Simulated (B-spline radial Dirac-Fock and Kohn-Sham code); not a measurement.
**Kr¹⁹⁺: eigenvalues, ΔSCF and the reference**

System: Kr¹⁹⁺, configuration 1s2 2s2 2p6 3s2 3p5.

The density-functional columns are spherical, spin-unpolarised Dirac-Kohn-Sham results without Breit or QED terms: −ε is minus the orbital energy of the initial state and ΔSCF the difference of two total energies. The reference in the last column comes from ΔSCF Dirac-Fock with Breit, self-energy and vacuum polarisation, finite nucleus, configuration average. All numbers are from a radial finite-basis atomic code, in eV; a selection of levels is shown. For the 1s level of heavy atoms much of the gap between ΔSCF and the reference is the Breit and QED part, -33.3 eV here; for other levels the error of the functional can be larger.

```tsv
level	LDA −ε	LDA ΔSCF	Dirac-Fock
1s	14883.0	15133.6	15105.0
2s	2606.0	2664.2	2694.4
2p1/2	2432.6	2500.6	2499.6
3s	881.9	906.1	914.1
3p	814.7	839.4	836.9
```

Values without a named source are computed, but for edge energies of neutral atoms, which are taken from tables.
